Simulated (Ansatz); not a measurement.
[SnF3]- (SnF₃⁻). The state is a singlet with charge -1. Geometry PBE0-D4/def2-TZVPD, basis def2-TZVPD, Ansatz.

```xyz
4

Sn   -0.282    0.547    0.488
F     0.638   -1.091    1.170
F     1.115    0.979   -0.874
F    -1.471   -0.434   -0.783
```

```csv
run,HOMO (eV),LUMO (eV)
A,-2.33,4.04
B,-1.89,4.08
C,-2.22,3.80
D,-2.52,4.33
E,-4.51,5.48
F,-1.47,3.89
```

In the def2 sets Sn takes a core potential; there is no spin–orbit coupling. B3LYP takes the VWN-RPA correlation.

**Question.** The runs used B3LYP, PBE0, r2SCAN, r2SCAN0, r2SCANh, ωB97X-V. Estimate which is which.

**Answer.** A PBE0 (25 % exact exchange); B r2SCANh (10 % exact exchange); C B3LYP (20 % exact exchange); D r2SCAN0 (25 % exact exchange); E ωB97X-V (range-separated); F r2SCAN (0 % exact exchange). Exact exchange lowers occupied and raises empty levels; among semilocal functionals meta-GGAs tend to open the gap a little, and such runs are hard to tell apart. The gap grows from 5.36 eV (r2SCAN) to 9.99 eV (ωB97X-V).
